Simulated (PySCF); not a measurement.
`CCCCC[NH][GeH3]` in a uniform electric field

Species: C₅H₁₅GeN.
Atom-mapped SMILES: `[CH3:1][CH2:2][CH2:3][CH2:4][CH2:5][NH:6][GeH3:7]` (hydrogens: H8, H9, H10 on C1; H11, H12 on C2; H13, H14 on C3; H15, H16 on C4; H17, H18 on C5; H19 on N6; H20, H21, H22 on Ge7)

Structure used (PBE0-D3(BJ)/def2-SVP), in Å, numbered top down from 1:
```xyz
22
C5H15GeN angstrom
C      3.6979    1.0250   -0.2063
C      2.5065    0.1176   -0.4669
C      1.1773    0.7257   -0.0398
C     -0.0186   -0.1792   -0.2919
C     -1.3458    0.4335    0.1302
N     -2.4548   -0.4662   -0.1036
Ge    -4.0641   -0.2039    0.7354
H      3.5972    1.9810   -0.7453
H      4.6422    0.5601   -0.5275
H      3.7914    1.2631    0.8656
H      2.6487   -0.8435    0.0581
H      2.4596   -0.1348   -1.5412
H      1.0310    1.6863   -0.5672
H      1.2236    0.9810    1.0350
H     -0.0671   -0.4303   -1.3681
H      0.1061   -1.1393    0.2372
H     -1.3050    0.6595    1.2114
H     -1.4624    1.4178   -0.3746
H     -2.5342   -0.7303   -1.0819
H     -4.9984   -1.3347    0.2716
H     -4.7261    1.1640    0.4211
H     -3.8045   -0.2791    2.2512
```

Level: PBE0/def2-SVPD (PySCF); nuclei fixed, core orbitals frozen in the response. Permanent dipole (0.372, 0.338, -0.648) D (1 au = 2.5417 D). Static polarisability (au):

```
x   130.06   5.02  -5.14
y     5.02  94.28   1.48
z    -5.14   1.48  90.70
```

Only the terms in μ and α are kept: μ(F) = μ + αF and ΔE = −μ·F − ½ F·αF.

Problem. What do fields of 0.411 V/Å (0.008 au) along the six axis directions do?

Solution. 
```tsv
field along	induced x (D)	induced y (D)	induced z (D)	total size (D)	−μ·F (kJ/mol)	−½F·αF (kJ/mol)
+x	2.645	0.102	-0.105	3.140	-3.074	-10.927
−x	-2.645	-0.102	0.105	2.349	+3.074	-10.927
+y	0.102	1.917	0.030	2.386	-2.793	-7.921
−y	-0.102	-1.917	-0.030	1.740	+2.793	-7.921
+z	-0.105	0.030	1.844	1.280	+5.355	-7.620
−z	0.105	-0.030	-1.844	2.556	-5.355	-7.620
```

Problem. For the field (-0.0048, -0.0024, -0.0032) au, what is the induced dipole, and what angle does it make with the field?

Solution. αF = (-1.576, -0.648, -0.684) D, at 9.7° to the field. The polarisability along this direction, F·αF/F², is 113.96 au, against a mean of 105.02 au.

Problem. At what field along the permanent dipole would the induced dipole along it equal the permanent one, in this linear picture?

Solution. The polarisability along the dipole is 104.00 au, so F = 0.3226 au / 104.00 au = 0.0031 au = 0.16 V/Å; higher-order terms are ignored.

Problem. What field makes μF equal to kT at 298 K?

Solution. kT = 0.9437 × 10⁻³ Eh, so F = 0.00292 au = 15 MV/cm.

Problem. A unit point charge sits 12 Å away. Estimate the induction energy −αe²/2R⁴ with the mean polarisability, treating the molecule as a point.

Solution. R = 22.68 bohr, so the energy is −105.0/(2 × 22.68⁴) Eh = -0.521 kJ/mol. The charge–dipole term at its most favourable orientation, −μe/R², is -1.65 kJ/mol.

Geometry: PBE0-D3(BJ)/def2-SVP, one conformer, isolated molecule. The calculation is non-relativistic, for germanium too.
